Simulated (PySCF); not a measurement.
# Correlation energy of Ag³⁰⁺ (silver, charge +30)

[Ne] 3s2 3p5, 2P determinant. Calculation: PySCF 2.14, in an uncontracted even-tempered set (18 s from 4.1 bohr⁻², ratio 2.5; 12 p from 5.4 bohr⁻², ratio 2.5; 5 d from 26 bohr⁻², ratio 2.7; 4 f from 38 bohr⁻², ratio 2.7); the spin-free X2C one-electron Hamiltonian (Gaussian nucleus). Frozen: 1s2; 15 electrons correlated; the 21 highest virtual orbitals of each spin left out.

```
  level  correlation energy (mhartree)
   CCSD                        -604.70
    (T)                          -1.45
CCSD(T)                        -606.15
```

Diagnostics: T1 = 0.00073, D1 = 0.0032, largest double amplitude 0.024.

Spin-orbit coupling, absent here, splits the open shell strongly.

Cost of the coupled-cluster step: about 70 core-seconds, for 15 correlated electrons.

At this charge the one-electron X2C treatment keeps the bare 1/r₁₂, with no two-electron picture change or Breit term. The effect here is smaller than on the frozen 1s shell; and a scalar Hamiltonian misses the large spin-orbit splitting of the p shells, which matters for ns² → np² pairs.
